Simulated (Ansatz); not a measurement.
Energy needed to pull apart C$_{2}$H$_{2}$BCl (SMILES ClC1=CB1), closed shell, into free ground-state atoms, from the structure below (displaced at random from a GFN2-xTB minimum); no zero-point or spin–orbit terms; open-shell atoms are treated unrestricted, in their ground-state multiplicity.

```csv
atom,x (Å),y (Å),z (Å)
Cl1,-0.9446,-2.1097,-0.5668
C2,-0.4388,-0.5238,-0.1576
C3,0.7276,-0.0296,0.2744
B4,-0.3246,0.8910,-0.0795
H5,1.7739,-0.2038,0.4671
H6,-0.7604,1.9360,-0.0861
```

Ansatz 0.2.0; basis: def2-TZVPP; cores frozen in the correlated methods.

| method | atomization energy (kcal/mol) |
| --- | --- |
| PBE-D4 | 599.7 |
| revPBE-D4 | 581.7 |
| r2SCAN-D4 | 582.6 |
| PBE0-D4 | 586.8 |
| r2SCAN0-D4 | ? |
| wB97M-V | 578.6 |
| HF | 419.9 |
| MP2 | 575.4 |
| CCSD | ? |
| CCSD(T) | 552.9 |

What does CCSD give? (An estimate is asked for; the value comes from the calculation.)

Computed: 540.9 kcal/mol, which is about 12.0 kcal/mol less than CCSD(T)/def2-TZVPP.

What does r2SCAN0-D4 give? (To be estimated.)

By the calculation: 572.1 kcal/mol, which is about 19.2 kcal/mol more than CCSD(T)/def2-TZVPP.

In triple zeta the MP2 and coupled-cluster atomization energies are still short of their basis limit by a few kcal/mol a bond, whereas those of the functionals are nearly converged, so these differences are not deviations from converged CCSD(T).

T1 diagnostic: at most 0.012.

For scale, one of the runs: CCSD(T)/def2-TZVPP forces, 163 basis functions (an equivalent command: `ansatz run in.yaml --threads 4`). Hardware: 4 CPU threads, shared host. Wall time 67 s; peak host memory 2.3 GiB.
